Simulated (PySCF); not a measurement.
# Dipole moment and polarisability across levels of theory

Compound: CHBr3.
Numbering: `[Br:1][CH:2]([Br:3])[Br:4]` (hydrogens: H5 on C2)

PySCF, dipoles from the SCF density, polarisabilities from static response with core orbitals frozen. Isolated species at its PBE0-D3(BJ)/def2-SVP geometry, gas phase. The LDA/def2-SVPD calculation is non-relativistic and has no spin–orbit coupling, an omission that weighs most on bromine.

Reference dipole: 0.990 D (measured, gas; NIST CCCBDB Release 22 (SRD 101), experimental dipoles). Reference polarisability: 11.840 Å³ (measured, gas; NIST CCCBDB Release 22 (SRD 101), experimental polarizabilities). The anisotropy is √(½[(α1 − α2)² + (α2 − α3)² + (α3 − α1)²]).

```
              level  μ (D)  error (%)  α (au)  error (%)  anisotropy (au)
      LDA/def2-SVPD  0.818      -17.3   81.98       +2.6            30.06
      PBE/def2-SVPD  0.794      -19.8   82.04       +2.7            30.12
    B3LYP/def2-SVPD  0.831      -16.1   79.63       -0.3            28.61
     PBE0/def2-SVPD  0.841      -15.1   78.51       -1.7            27.98
BHandHLYP/def2-SVPD  0.881      -11.0   76.62       -4.1            27.00
CAM-B3LYP/def2-SVPD  0.857      -13.4   77.67       -2.8            27.04
  wB97X-D/def2-SVPD  0.855      -13.7   77.83       -2.6            26.98
  LC-wPBE/def2-SVPD  0.866      -12.6   75.39       -5.6            25.50
       HF/def2-SVPD  0.962       -2.8   74.54       -6.7            25.92
        PBE0/6-31G*  1.048       +5.9   57.73      -27.7            28.99
      PBE0/def2-SVP  0.922       -6.9   57.10      -28.5            28.43
     PBE0/def2-TZVP  0.908       -8.3   70.58      -11.7            30.08
```

For the dipole, the smallest error is 2.8% (HF/def2-SVPD) and the largest 19.8% (PBE/def2-SVPD). For the polarisability, the smallest error is 0.3% (B3LYP/def2-SVPD) and the largest 28.5% (PBE0/def2-SVP). The dipole runs from 0.79 D (PBE/def2-SVPD) to 1.05 D (PBE0/6-31G*). In one basis (def2-SVPD) the functionals order the polarisability from HF (lowest) to PBE (highest), a spread of 10%. With PBE0 the polarisability is 61.81 au without diffuse functions (mean of 6-31G*, def2-SVP and def2-TZVP) and 78.51 au with them (def2-SVPD). Measured values can belong to vibrating molecules; the computed ones are for one fixed geometry.
